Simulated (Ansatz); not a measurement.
Consider the substitution at a C–Zn bond: `O=C[CH2][ZnH]` + H₂S → `O=CCS` + `[ZnH2]`.

Program: Ansatz. Geometries: PBE0-D4/def2-TZVP. ΔE: electronic, gas phase. CCSD(T)/CBS is the MP2 limit (def2-TZVPP, def2-QZVPP) plus CCSD(T) − MP2 in def2-TZVPP, frozen cores. This one scheme is used for every species. For Zn outer-core shells are correlated without core-valence functions, which leaves a few kJ/mol of doubt a bond. Scalar relativity is left out up to krypton. One conformer a species, not always the lowest.

```
        species  SCS-MP2/def2-TZVPP energy (Eh)
`O=C[CH2][ZnH]`                     -1931.77360
            H₂S                      -398.90298
        `O=CCS`                      -551.24558
       `[ZnH2]`                     -1779.40700
```

**Question.** Work out ΔE.

**Answer.** ΔE = (-551.24558) + (-1779.40700) − (-1931.77360) − (-398.90298) = 0.02400 Eh = +63.0 kJ/mol. CCSD(T)/CBS gives +63.2 kJ/mol.

Largest T1 diagnostic among the species: 0.016.

The D4 term adds −3.4 kJ/mol with B3LYP and −1.6 kJ/mol with PBE0; it sums over pairs of atoms, weighted by their polarisabilities, and B3LYP, whose exchange is more repulsive, gets the larger term. In def2-TZVPP, CCSD(T) changes the Hartree–Fock value by +3.6 kJ/mol (the triples alone add −0.4 kJ/mol) and MP2 by +7.6 kJ/mol.

B3LYP here is the variant with VWN-RPA as its local correlation; programs differ in this.
